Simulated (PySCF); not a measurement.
## Löwdin shares of the frontier orbitals

Species: C₅H₆FNO.
Numbering: `[CH3:1][C@@H:2]([C:3]#[N:4])[C@@H:5]1[O:6][C@H:7]1[F:8]` (hydrogens: H9, H10, H11 on C1; H12 on C2; H13 on C5; H14 on C7)

Computed with TDDFT B3LYP/def2-SVPD, vertical, gas phase, core orbitals frozen in the response (PySCF). The structure is a single PBE0-D3(BJ)/def2-SVP conformer in the gas phase; no vibrational or solvent corrections. Torsions of this conformer, `[CH3:1][C@@H:2]([C:3]#[N:4])[C@@H:5]1[O:6][C@H:7]1[F:8]`: C1–C2–C5–O6 161°.

Frontier orbitals with the atoms that hold most of them (Löwdin shares over 4%, at most four atoms; ? is withheld):

```tsv
orbital	ε (eV)	atoms
HOMO-3	-9.73	N4 38%, C3 30%, O6 12%, C2 5%
HOMO-2	-9.45	N4 46%, C3 34%, C2 8%, C1 5%
HOMO-1	-9.33	?
HOMO	-8.87	O6 42%, C5 12%, N4 11%, C3 7%
LUMO	-0.29	?
LUMO+1	0.04	N4 30%, C3 23%, C2 10%, C5 7%
LUMO+2	0.48	H14 18%, C7 14%, N4 11%, O6 10%
```

**Question.** Give the leading atoms of the LUMO.

**Answer.** C1 (bonded to C and 3 H) 17%; C3 (bonded to C and N) 12%; N4 (bonded to C) 12%; H12 (bonded to C) 12%. By element: carbon 29% or more, nitrogen 12%, hydrogen 12% or more.

**Question.** Give the leading atoms of the HOMO-1.

**Answer.** O6 (bonded to 2 C) 34%; C5 (bonded to 2 C, O and H) 21%; C7 (bonded to C, F, O and H) 17%; F8 (bonded to C) 12%. By element: carbon 37% or more, oxygen 34%, fluorine 12%.

**Question.** The HOMO–LUMO gap is 8.58 eV. Where does the response calculation put the lowest singlet, and from which orbitals?

**Answer.** S1 is at 7.49 eV (f = 0.0014), 1.09 eV below the gap, made of HOMO→LUMO (61%), HOMO-2→LUMO+1 (12%), HOMO-3→LUMO (9%). 

Next come S2 at 7.72 eV (f 0.0072), HOMO→LUMO+1 (35%), HOMO-2→LUMO+1 (20%), HOMO-2→LUMO (19%); S3 at 7.74 eV (f 0.014), HOMO-2→LUMO+1 (50%), HOMO→LUMO+1 (20%), HOMO→LUMO (10%); S4 at 8.08 eV (f 0.0026), HOMO-3→LUMO (32%), HOMO→LUMO+2 (18%), HOMO→LUMO (16%); S5 at 8.16 eV (f 0.0066), HOMO-1→LUMO (76%).

Löwdin shares depend on the basis, the more so with diffuse functions.
